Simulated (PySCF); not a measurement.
Bonds (- single, = double, # triple, : aromatic): C1=C2, C2-C3, C3=O4, C3-Si5, Si5-F6, Si5-O7, O7-C8, C8-C9, C8-C10. C1 carries H11, H12; C2 carries H13; Si5 carries H14; C8 carries H15; C9 carries H16, H17, H18; C10 carries H19, H20, H21. Stereochemistry as in C=CC(=O)[Si@@H](F)OC(C)C. H11 is cis to C3; H12 is trans to C3.

PySCF calculation with PBE0/pcSseg-1 with gauge-including orbitals and GFN2-xTB structure; gas phase, non-relativistic, rapidly exchanging positions averaged, single conformer.

Chemical shifts δ = σref − σ; TMS for ¹³C (σref 186.93) and ¹H (σref 31.72) and ²⁹Si (σref 349.16); ¹⁷O (σref 336.08) vs H2O; ¹⁹F (σref 170.95) against CFCl3, all at this level.

```csv
atoms,nucleus,count,δ (ppm)
F6,¹⁹F,1,-161.6
C2,¹³C,1,139.1
H13,¹H,1,7.40
C10,¹³C,1,28.4
H11,¹H,1,6.63
C8,¹³C,1,72.0
O7,¹⁷O,1,98.9
O4,¹⁷O,1,?
C9,¹³C,1,?
H19/H20/H21,¹H,3,1.51
H12,¹H,1,5.86
C3,¹³C,1,228.2
Si5,²⁹Si,1,?
H14,¹H,1,?
C1,¹³C,1,133.7
H16/H17/H18,¹H,3,?
H15,¹H,1,4.62
```

Estimate the values marked ?.

Results:


- C9: 27.9 ppm, methyl carbon; aliphatic region, no heteroatom directly attached
- H14: 4.67 ppm, hydrogen on a silicon bonded to C, F, O
- H16/H17/H18: 1.44 ppm, hydrogen on a methyl carbon
- O4: 802.2 ppm, carbonyl oxygen
- Si5: -59.7 ppm, silicon bonded to C, F, O, H

Shifts are as computed. Against solution values, carbons near 30 ppm lie about +3 ppm off and those near 130 ppm about +5 ppm. Of 1309 compounds with measured shifts, 239 miss one by over three times the rms of a fit or turn the order of signals round; such compounds aren't used in these exercises. Unscaled 19F shifts against computed CFCl3 carry errors that often reach 10 to 50 ppm. Unscaled 17O shifts of doubly bonded oxygen tend to come out too high, by tens of ppm or more. Experimental scales use liquid or dissolved standards, which lie at an offset from isolated H2O (liquid H2O: subtract about 36 ppm).
